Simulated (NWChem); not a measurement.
System: GaCl, singlet; SMILES [Cl][Ga]

Here is an NWChem input.

```
start job
memory heap 200 mb stack 900 mb global 1100 mb
geometry units angstroms noautosym nocenter noautoz
  Ga     0.000000     0.000000    -0.810909
  Cl     0.000000     0.000000     1.443598
end
basis spherical
  * library def2-tzvp
end
dft
  xc b3lyp
  iterations 150
  vectors input atomic output neutral.movecs
end
task dft energy
charge 1
dft
  odft
  mult 2
  vectors input atomic output cation.movecs
end
task dft energy
```

Low-valent species are run as closed-shell singlets; no triplet was tried in these runs. All runs use the structure optimised with B3LYP/6-31G* (spherical d).

Ions are spin-unrestricted doublets at the neutral geometry; other ion states weren't tried.

Q: What results follow from this input? (B3LYP/def2-TZVP, vertical spin-unrestricted ions.) Quantities: vertical ionisation energy, ΔSCF (eV); −ε(HOMO) (eV).

A: The vertical ionisation energy, ΔSCF (eV) is 9.98. The −ε(HOMO) (eV) is 7.38.
